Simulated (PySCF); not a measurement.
## Bond energies at MP2/def2-SVP beside a composite method

PySCF, lowest determinants of a PBE0 search. The composite is CCSD(T) extrapolated to the basis-set limit from two correlation-consistent sets, with core-valence (CV) and scalar-relativistic (SR) terms as its label shows; it has no spin–orbit coupling and nothing beyond (T).

| species | state (unpaired electrons) | De MP2 (eV) | De composite (eV) | composite | dissociates to |
| --- | --- | --- | --- | --- | --- |
| PbF | doublet (π ↑) | 4.16 | 4.66 | CCSD(T)/CBS(DT) | Pb + F |
| GeP | doublet (π ↑) | 2.59 | 3.28 | CCSD(T)/CBS(DT) | Ge + P |
| InO⁺ | triplet (π ↑↑) | 0.22 | 0.19 | CCSD(T)/CBS(DT) | In⁺ + O |
| SbI | triplet (π ↑↑) | 1.79 | 2.20 | CCSD(T)/CBS(DT) | Sb + I |
| RbCl | singlet (closed shell) | 3.73 | 4.32 | CCSD(T)/CBS(DT)+CV | Rb + Cl |
| AlH | singlet (closed shell) | 2.87 | 3.19 | CCSD(T)/CBS(TQ)+CV+SR | Al + H |
| BS | doublet (σ ↑) | 5.87 | 5.84 | CCSD(T)/CBS(TQ)+CV+SR | B + S |
| KRb | singlet (closed shell) | 0.31 | 0.53 | CCSD(T)/CBS(DT) | K + Rb |

Question: Does MP2 bind more or less than the composite, by how much on average, and where is the difference largest?

Answer: MP2/def2-SVP binds less on average, method and basis taken together: the mean signed difference is -0.33 eV and the mean absolute one 0.35 eV; it is largest for GeP (-0.69 eV).

The molecules are drawn from runs that passed checks on state, spin purity and fit, so the hardest cases are missing and the errors look smaller than over all diatomics.

Correlated steps freeze the inner cores (5 to 19 orbitals); shallow outer-core shells are correlated. UHF and ROHF references stand side by side, which adds small steps between rows. Weak bonds: InO⁺, KRb. Basis-set superposition, not corrected here, can be much of De in a small basis, most of all at correlated wavefunction levels. These are scalar-relativistic numbers at best; spin–orbit coupling would shift them, the dissociation energy most. For an ion De counts to the pair picked by the measured ionisation energies or electron affinities, which need not be the lowest pair at this level. Where the molecule has an RHF reference, its open-shell atoms are computed with UHF. States were picked by a PBE0 search and need not be the measured ground states.
